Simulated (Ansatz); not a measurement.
Problem. Name a neutral molecule of C, F, N, Si and H with ideal-gas entropy at 298 K and 1 bar (rigid rotor, harmonic PBE0-D4/def2-TZVP) between 352 and 368 J/(mol·K) and zero-point energy (PBE0-D4/def2-TZVP) between 125 and 141 kJ/mol (Ansatz, PBE0-D4/def2-TZVP geometry).

Solution. `C=C=N[SiH](F)F` (354 J/(mol·K), 131.4 kJ/mol). Other molecules can fit too; these were computed, each in one conformer that needn't be the lowest.
